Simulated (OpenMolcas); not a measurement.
# V2+, Nb2+, Ta2+: d³ down the group

```
Program             : OpenMolcas 26.06
Method              : CASSCF
Basis               : ANO-R2
Scalar Hamiltonian  : X2C, finite nucleus
Spin-orbit coupling : RASSI with atomic mean-field integrals over the reference wave functions, term energies averaged over their components
```

Active space for each ion: 3 electrons in 5 orbitals (d).

Computed levels in cm-1 above ⁴F_3/2:

```csv
Level,V2+,Nb2+,Ta2+
⁴F_5/2,150,499,2395
⁴F_7/2,358,1154,4920
⁴F_9/2,619,1931,7265
⁴P_1/2,14843,11280,12478
⁴P_3/2,14916,11385,11626
²G_7/2,14980,12072,14631
⁴P_5/2,15084,12074,15914
²P_1/2,19780,15730,19271
²P_3/2,19885,15610,24807
weight of ⁴F in the lowest level (%),100,100,94
```

Mixed levels, with the weight of the term that names them: Nb2+ ²P_3/2 (58 %), Ta2+ ⁴P_3/2 (60 %), Ta2+ ²P_3/2 (58 %).

Measured, with the error of the calculation in %. Measured levels: V2+ from Sugar and Corliss, J. Phys. Chem. Ref. Data 7, 1191 (1978); Nb2+ from the list in Shadmi, J. Res. Natl. Bur. Stand. 70A, 435 (1966).

| Level | V2+ | Nb2+ |
| --- | --- | --- |
| ⁴F_5/2 | 146 (+3.4) | 516 (-3.2) |
| ⁴F_7/2 | 342 (+4.8) | 1177 (-1.9) |
| ⁴F_9/2 | 584 (+6.0) | 1939 (-0.4) |
| ⁴P_1/2 | 11514 (+28.9) | 8664 (+30.2) |
| ⁴P_3/2 | 11592 (+28.7) | 8608 (+32.3) |
| ²G_7/2 | 11966 (+25.2) | 9236 (+30.7) |
| ⁴P_5/2 | 11770 (+28.2) | 9594 (+25.9) |
| ²P_1/2 | 15580 (+27.0) |  |
| ²P_3/2 | 15550 (+27.9) |  |

The fine-structure level ⁴F_9/2 changes by a factor of 11.7 from V2+ to Ta2+.

Without spin-orbit coupling ⁴P lies 14640, 10668, 10128 cm-1 above ⁴F in that order; the difference to the level ⁴P_1/2, of either sign, comes from spin-orbit coupling, which also lowers the zero.

Without dynamic correlation excited terms often stand tens of per cent too high (terms of higher spin than the ground term too low), and those without a measured partner can miss by more than the paired ones. Levels of configurations with an s electron are missing; early in the row they begin among the upper levels of the d shell and mix with terms of their name (holds for Nb2+). Configurations with an s electron lie low in 5d ions of this charge, fall among these levels and mix in, so low-spin terms can stand far too high, up to twice their true height, and weights are not those of the real levels (holds for Ta2+). Measured partners are found by configuration, term and J. A level has none where our copy of the source lacks it or the pairing is in doubt (some pairs that miss far off the trend of their configuration count as doubtful), and it then counts in no deviation. Levels of configurations outside the active space are missing.
